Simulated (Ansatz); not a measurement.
Isolated molecules relaxed with PBE0-D4/def2-TZVP in Ansatz; ΔE leaves out vibrations. CBS: MP2 limit from def2 TZ/QZ plus the TZ coupled-cluster correction, frozen cores. This one scheme is used for every species. Elements past krypton have def2 core potentials. For Zr outer-core shells are correlated without core-valence functions, which leaves a few kJ/mol of doubt a bond. One conformer a species, not always the lowest.

Reaction (ligand exchange at a Zr–O bond): `C[O][Zr]([CH3])([OH])[Cl]` + HCl → `C[O][Zr]([CH3])([Cl])[Cl]` + H₂O

`C[O][Zr]([CH3])([OH])[Cl]`:

Cartesian coordinates in Å:
```
C -0.583 -2.431 0.175
O -0.451 -1.046 0.214
Zr -0.469 0.851 0.193
C 1.669 1.423 0.067
O -1.291 1.578 -1.373
Cl -1.337 1.742 2.220
H 0.405 -2.900 0.127
H -1.158 -2.739 -0.703
H -1.095 -2.789 1.074
H 1.776 2.514 0.052
H 2.223 1.042 0.933
H 2.144 1.027 -0.837
H -1.834 1.730 -2.142
```

HCl:

```xyz
2

Cl   -0.285   -0.555   -0.137
H     0.285    0.555    0.137
```

`C[O][Zr]([CH3])([Cl])[Cl]`:

Cartesian coordinates in Å:
```
C -0.440 -1.942 -1.320
O -0.073 -1.009 -0.350
Zr 0.482 0.116 1.049
C -0.035 2.134 0.346
Cl -0.761 -0.267 3.014
Cl 2.822 0.066 1.323
H -1.118 -1.479 -2.042
H -0.947 -2.791 -0.852
H 0.446 -2.304 -1.847
H -1.112 2.223 0.162
H 0.245 2.879 1.099
H 0.491 2.374 -0.584
```

H₂O:

Z-matrix (Å, degrees):
```
O
H 1 0.960
H 1 0.960 2 105.1
```

```csv
species,MP2/CBS(def2) energy (Eh)
`C[O][Zr]([CH3])([OH])[Cl]`,-737.53804
HCl,-460.35267
`C[O][Zr]([CH3])([Cl])[Cl]`,-1121.54079
H₂O,-76.36589
```

Question: Work out ΔE.

Answer: ΔE = (-1121.54079) + (-76.36589) − (-737.53804) − (-460.35267) = -0.01597 Eh = -41.9 kJ/mol. CCSD(T)/CBS gives -37.9 kJ/mol.

Largest T1 diagnostic among the species: 0.016.

From PBE to PBE0 (25 % exact exchange), in def2-TZVPP and without D4, ΔE moves by −3.6 kJ/mol.
